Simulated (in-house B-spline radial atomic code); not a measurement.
A calculation on Pr II (Pr+) (with a hole in an inner shell): its settings, and results tabulated from the run. Computed with a radial B-spline atomic code at the basis-set limit: Dirac-Hartree-Fock, average of the jj configuration, Fermi nucleus of rms radius 4.8919 fm.

In the input, a minus or plus after the letter marks the j = l - 1/2 or j = l + 1/2 subshell.

Command:
```bash
python run_scf.py task.json out
```
Settings (nuclear radius in fm, mass in u):
```
Z                59
configuration    1s2 2s2 2p6 3s2 3p6 3d10 4s2 4p6 4d-3 4d+6 4f3 5s2 5p6 6s2
hamiltonian      dirac
method           hf
spin_polarised   False
nucleus          fermi
rms_radius       4.8919
atomic_mass      140.90766
speed_of_light   137.035999084
```

Output (hartree, bohr):
```
 radial grid: 81 intervals, B-splines of order 8, outer radius 60 bohr

 iter        energy (Eh)    residual
    1       -9217.619931    6.12e-01
    2       -9226.266699    4.63e-01
    3       -9233.114774    1.22e-01
    4       -9233.614149    3.93e-02
    5       -9233.672348    1.14e-02
    6       -9233.678272    6.89e-03
    7       -9233.679501    1.61e-03
    8       -9233.679654    2.69e-04
    9       -9233.679660    5.56e-05
   10       -9233.679660    7.77e-06
   11       -9233.679660    6.40e-07
   12       -9233.679660    9.40e-08

 total energy                     -9233.67966
 kinetic                            9931.0308
 electron-nucleus                 -22498.7709
 electron-electron                  3334.0604

 first-order corrections (not in the total)
   Gaunt                             8.7506
   retardation                      -0.9137
   frequency dependence             -0.1033
   self-energy                       6.0384
   Uehling                          -0.9037
   Wichmann-Kroll                    0.0249
   recoil                            0.0237

 orbital      occ     eigenvalue          <r>       <r^2>       <1/r>       <r^4>       r_max    small
 1s1/2      2.000     -1552.7538    0.0240893 0.000789374      64.685 1.64685e-06     0.01541  4.78e-02
 2s1/2      2.000      -254.5189     0.102457   0.0124496     15.3021  0.00026861     0.08731  1.04e-02
 2p1/2      2.000      -239.9452    0.0861341  0.00915028     15.2427 0.000169848     0.06658  1.04e-02
 2p3/2      4.000      -222.1869    0.0924018   0.0104001     13.7638 0.000213227      0.0719  9.79e-03
 3s1/2      2.000       -57.2265     0.270743   0.0838898     5.55396   0.0106702      0.2485  3.24e-03
 3p1/2      2.000       -51.0062     0.260875   0.0790907     5.45595  0.00992996      0.2358  3.17e-03
 3p3/2      4.000       -47.4068     0.272906   0.0863665     5.08967   0.0117865      0.2471  3.00e-03
 3d3/2      4.000       -36.6790     0.244849   0.0706878     4.93753  0.00900627      0.1986  2.85e-03
 3d5/2      6.000       -35.9450     0.248239   0.0724819     4.85043  0.00939363      0.2017  2.81e-03
 4s1/2      2.000       -12.6340     0.619896    0.432988     2.28595    0.271511      0.5776  9.83e-04
 4p1/2      2.000       -10.1398     0.638164    0.462448      2.1791    0.318543      0.5866  9.14e-04
 4p3/2      4.000        -9.4461     0.663712     0.50004     2.06611    0.372336        0.61  8.64e-04
 4d3/2      3.000        -5.4131     0.715613    0.592995     1.84818     0.57025      0.6294  7.17e-04
 4d5/2      6.000        -5.2859     0.725229    0.608489     1.81493    0.599597      0.6372  6.98e-04
 4f5/2      1.286        -0.9054     0.970822     1.19252     1.32206     3.40007      0.6755  3.96e-04
 4f7/2      1.714        -0.9506     0.961988     1.16464     1.32673     3.18562      0.6771  3.99e-04
 5s1/2      2.000        -2.2705      1.48243     2.46136    0.887763     8.82527       1.339  2.10e-04
 5p1/2      2.000        -1.4989      1.65106     3.07684    0.790559     14.3366       1.458  1.71e-04
 5p3/2      4.000        -1.3814      1.72365     3.35432    0.751841     17.0886       1.519  1.58e-04
 6s1/2      2.000        -0.4060      3.95645     17.4939    0.314597     448.871       3.498  2.97e-05

 Slater integrals (Eh)
   F0(4d3/2,4d3/2)               1.258442
   F2(4d3/2,4d3/2)               0.642398
   F0(4d3/2,4d5/2)               1.249972
   F2(4d3/2,4d5/2)               0.638771
   G2(4d3/2,4d5/2)               0.637791
   G4(4d3/2,4d5/2)               0.427187
   F0(4d3/2,4f5/2)               1.078378
   F2(4d3/2,4f5/2)               0.515020
   G1(4d3/2,4f5/2)               0.609755
   G3(4d3/2,4f5/2)               0.380825
   F0(4d3/2,4f7/2)               1.082951
   F2(4d3/2,4f7/2)               0.519184
   G3(4d3/2,4f7/2)               0.384307
   G5(4d3/2,4f7/2)               0.271304
   F0(4d5/2,4d5/2)               1.241716
   F2(4d5/2,4d5/2)               0.635439
   F4(4d5/2,4d5/2)               0.425599
   F0(4d5/2,4f5/2)               1.072727
   F2(4d5/2,4f5/2)               0.513890
   F4(4d5/2,4f5/2)               0.327738
   G1(4d5/2,4f5/2)               0.607863
   G3(4d5/2,4f5/2)               0.379891
   G5(4d5/2,4f5/2)               0.268165
   F0(4d5/2,4f7/2)               1.077264
   (list cut)
```

Time taken, with all properties: 2.1 s on 1 thread of Arm Neoverse V2 (shared host).

For the Dirac Hamiltonian the kinetic term is c α·p + (β - 1)c².
